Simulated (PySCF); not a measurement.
SMILES C=C(F)/C(F)=C/[Se]C, C$_{5}$H$_{6}$F$_{2}$Se

Geometry:
```
atom   x (Å)   y (Å)   z (Å)
  C1  -2.783   0.303   0.980
  C2  -1.750   0.882   0.366
  F3  -1.888   2.060  -0.249
  C4  -0.396   0.347   0.285
  F5  -0.256  -0.829   0.908
  C6   0.621   0.952  -0.346
 Se7   2.411   0.465  -0.574
  C8   2.484  -1.309   0.209
  H9  -3.760   0.786   0.988
 H10  -2.648  -0.657   1.476
 H11   0.389   1.910  -0.817
 H12   3.516  -1.649   0.047
 H13   1.788  -1.986  -0.301
 H14   2.267  -1.275   1.282
```

Level of theory: quadratic response CAM-B3LYP/aug-cc-pVDZ first hyperpolarisability, Taylor convention, gas phase (PySCF). Geometry: PBE0-D3(BJ)/def2-SVP.

The calculation is non-relativistic, which matters for the atoms heavier than Zn.

Give the tensor of the second harmonic β(−2ω;ω,ω) at 1907 nm in the axes of these coordinates.

In au, Taylor convention; rows are the first index (the induced dipole):
```tsv
	xx	yy	zz	xy	xz	yz
x	+951.3	-47.6	+3.8	-152.3	-224.9	+41.5
y	-146.6	-1.5	-25.4	-46.9	+39.3	-13.3
z	-227.7	-13.2	+58.0	+41.0	+4.8	-25.9
```
Norm of βᵢ = ⅓ Σⱼ (βᵢⱼⱼ + βⱼᵢⱼ + βⱼⱼᵢ): 943.4 au, hyper-Rayleigh value 420.8 au.
